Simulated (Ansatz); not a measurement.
Reactions of `O[SiH2]SC[SiH3]`.

Gas-phase electronic energies from Ansatz, PBE0-D4/def2-TZVP geometries. CCSD(T)/CBS adds triple-zeta CCSD(T) − MP2 to the extrapolated MP2 energy (def2 sets, frozen cores). This one scheme is used for every species. For Ge outer-core shells are correlated without core-valence functions, which leaves a few kJ/mol of doubt a bond. Scalar relativity is left out up to krypton. One conformer a species, not always the lowest.

Order these by ΔE at CCSD(T)/CBS, lowest first. (Best estimate.)
A. `O[SiH2]SC[SiH3]` → `CS[SiH2]O` + `[SiH2]`
B. `O[SiH2]SC[SiH3]` → `O[SiH2]C[SiH2]S`
C. `O[SiH2]SC[SiH3]` + `OBF` → `O[SiH2]OBF` + `[SiH3]CS`
D. `O[SiH2]SC[SiH3]` + `[OH][GeH2][OH]` → `[OH][GeH2][O][SiH3]` + `CS[SiH2]O`

D (-1.20 eV), B (-0.67 eV), C (-0.45 eV), A (+2.33 eV).

Largest T1 diagnostic: 0.014, for `[SiH2]`.
